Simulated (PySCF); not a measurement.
# One molecule, several mistakes: AlBGeH6N cation

Calculated results; nothing here was measured. The program is PySCF 2.14.0, an open-source quantum chemistry code, run on an isolated molecule that a program drew, which may never have been made. The molecule is AlBGeH6N cation (charge +1, singlet), drawn as the SMILES string `[BH2][Al+][NH][GeH3]`.

Each row is a Hartree-Fock (HF) and frozen-core CCSD(T) single point in the cc-pV(D+d)Z basis, meant for a local HF minimum. Run 1 is clean. Each other run has one planted mistake out of seven kinds, and not every kind appears here: one electron removed, one electron added, multiplicity raised by two, geometry at a saddle point, minimal basis STO-3G, one bond length entered in bohr, all coordinates scaled. The reference is restricted for singlets and unrestricted otherwise, and also for a bond in bohr. Adding or removing an electron swaps singlet and doublet. Electrons count all cores. HOMO and LUMO are orbital energies over both spins, the gradient is its largest component, and the lowest frequency (negative if imaginary) is given only where the gradient is small. Bond lengths are over the 9 bonds as drawn. T1 is the CCSD diagnostic: over 0.02 (restricted) or 0.045 (unrestricted) a single reference is doubtful. Germanium has the cc-pVDZ-PP basis, with a core potential (ECP10MDF) in place of its 10 inner electrons, and its 3s, 3p and 3d shells are frozen in CCSD(T).

Geometry of the clean run:
```xyz
10
AlBGeH6N cation, angstrom
B     0.1109   -2.1142    1.9871
Al    0.1471   -0.1363    1.1134
N     0.1331    1.4158    0.3865
Ge   -0.9807    2.0918   -1.0100
H     0.8992   -2.3634    2.8415
H    -0.6966   -2.8884    1.5843
H     0.7897    2.1161    0.7028
H    -1.7589    3.2644   -0.4392
H    -1.8774    0.8983   -1.3359
H    -0.0737    2.4702   -2.1677
```

```
run,electrons,basis functions,<S^2>,HOMO (eV),LUMO (eV),gradient (hartree/bohr),lowest frequency (cm^-1),mean bond (Å),longest bond (Å),T1,HF (hartree),CCSD(T) (hartree),mistake
1,62,104,0.000,-15.42,-4.55,2.1e-05,69,1.5267,2.163,0.0159,-617.68077,-618.13521,no fault
2,62,104,2.008,-13.20,-7.27,2.6e-02,-,1.5267,2.163,0.0202,-617.56610,-618.01086,multiplicity raised by two
3,62,104,0.000,-15.91,-4.66,5.1e-02,-,1.4320,2.028,0.0136,-617.64092,-618.08598,all coordinates scaled
4,62,104,0.710,-14.71,-4.82,1.6e-02,-,1.6442,2.247,0.0613,-617.55847,-618.01214,one bond length entered in bohr
5,61,104,0.762,-21.42,-11.62,7.4e-02,-,1.5267,2.163,0.0358,-617.19403,-617.60564,?
6,63,104,0.757,-6.06,1.52,5.3e-02,-,1.5267,2.163,0.0147,-617.87326,-618.34941,?
```

**Which mistake was planted in run 5, and what did it cost?**

It counts 61 electrons, one fewer than the clean run, at the same geometry and basis. So the mistake is: one electron removed. Subtracting run 1 and multiplying by 627.51 kcal/mol a hartree, the energy moved by 305.4 kcal/mol in HF and 332.3 kcal/mol in CCSD(T).

**Which mistake was planted in run 6, and what did it cost?**

It counts 63 electrons, one more than the clean run, at the same geometry and basis. So the mistake is: one electron added. Subtracting run 1 and multiplying by 627.51 kcal/mol a hartree, the energy moved by -120.8 kcal/mol in HF and -134.4 kcal/mol in CCSD(T).

Cautions from the logs. Run 4: T1 is over the limit, so its CCSD(T) energy is less reliable.
